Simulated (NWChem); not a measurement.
Species: CrO, quintet; SMILES [O]=[Cr]

```xyz
2

Cr     0.0000     0.0000    -0.4799
O      0.0000     0.0000     1.3041
```
Atoms are numbered in this order, from 1.

Results from NWChem. Spin-unrestricted. Spin-contaminated determinants: CAM-B3LYP/def2-SVP (<S²> = 6.63). The state is orbitally degenerate and is run as one real component. Geometry: optimised at PBE0-D3(BJ)/def2-TZVP, spin-unrestricted. No stability test was run on the SCF state. Vzz is the largest principal value of the second derivative of the potential at the nucleus (NWChem prints the opposite sign); η is the asymmetry. Non-relativistic.

For level CAM-B3LYP/def2-SVP:

```
Property         Value
--------------  ------
Vzz Cr1 (a.u.)  -0.616
Vzz O2 (a.u.)    1.923
η O2              0.60
```

Problem. How do the values read with level PBE0/def2-TZVP instead?

Solution. 
| Item | Value |
|---|---|
| Vzz Cr1 (a.u.) | -0.699 |
| Vzz O2 (a.u.) | 1.799 |
| η O2 | 0.74 |
